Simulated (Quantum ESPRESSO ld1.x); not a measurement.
The xenon ion Xe4+, configuration [Kr] 4d10 5s2 5p2. All-electron calculation, scalar-relativistic Kohn-Sham, revPBE, spin-unpolarised, spherical densities, point nucleus. Program: ld1.x of Quantum ESPRESSO 7.5.

Normalised radial functions P(r) = r R(r), r in bohr:

r,4p,6s,6p
0.003592,0.0127,0.0410,0.0027
0.004182,0.0165,0.0454,0.0035
0.004868,0.0215,0.0500,0.0045
0.005668,0.0279,0.0547,0.0059
0.006598,0.0361,0.0593,0.0076
0.00762,0.0460,0.0633,0.0097
0.008871,0.0592,0.0669,0.0125
0.01033,0.0759,0.0694,0.0160
0.01202,0.0966,0.0706,0.0203
0.014,0.1221,0.0697,0.0257
0.01616,0.1513,0.0664,0.0319
0.01882,0.1879,0.0598,0.0395
0.02191,0.2304,0.0494,0.0485
0.0255,0.2784,0.0348,0.0586
0.02969,0.3305,0.0158,0.0695
0.03429,0.3811,-0.0059,0.0801
0.03992,0.4317,-0.0319,0.0906
0.04647,0.4730,-0.0590,0.0992
0.0541,0.4967,-0.0845,0.1039
0.06298,0.4926,-0.1043,0.1028
0.07273,0.4532,-0.1139,0.0941
0.08467,0.3653,-0.1098,0.0751
0.09857,0.2249,-0.0879,0.0449
0.1148,0.0347,-0.0473,0.0044
0.1336,-0.1905,0.0087,-0.0432
0.1555,-0.4224,0.0718,-0.0915
0.1796,-0.6111,0.1263,-0.1296
0.2091,-0.7317,0.1629,-0.1517
0.2434,-0.7272,0.1633,-0.1453
0.2834,-0.5698,0.1190,-0.1050
0.3299,-0.2624,0.0332,-0.0327
0.381,0.1303,-0.0707,0.0545
0.4435,0.5810,-0.1754,0.1464
0.5163,0.9800,-0.2408,0.2130
0.6011,1.2449,-0.2376,0.2301
0.6998,1.3276,-0.1547,0.1835
0.8082,1.2408,-0.0155,0.0829
0.9408,1.0228,0.1591,-0.0628
1.095,0.7470,0.3110,-0.2147
1.275,0.4826,0.3891,-0.3316
1.484,0.2741,0.3580,-0.3752
1.714,0.1410,0.2206,-0.3259
1.996,0.0600,-0.0139,-0.1742
2.323,0.0213,-0.2829,0.0539
2.705,0.0062,-0.5128,0.3040
3.149,0.0014,-0.6434,0.5109
3.666,0.0002,-0.6449,0.6165
4.233,0.0000,-0.5388,0.5976
4.928,0.0000,-0.3693,0.4764
5.737,0.0000,-0.2080,0.3138
6.679,0.0000,-0.0951,0.1700
7.776,0.0000,-0.0346,0.0745
8.98,0.0000,-0.0105,0.0274
10.45,0.0000,-0.0022,0.0073
12.17,0.0000,-0.0003,0.0014

4p: eigenvalue -188.11 eV, 2 radial nodes at r = 0.118, 0.364 bohr, <r> = 0.763 bohr, 90 % of the charge inside 1.11 bohr. 6s (empty): eigenvalue -25.757 eV, 5 radial nodes at r = 0.0330, 0.131, 0.346, 0.819, 1.98 bohr, <r> = 3.50 bohr, 90 % of the charge inside 4.88 bohr. 6p (empty): eigenvalue -21.268 eV, 4 radial nodes at r = 0.116, 0.349, 0.884, 2.25 bohr, <r> = 3.94 bohr, 90 % of the charge inside 5.50 bohr.
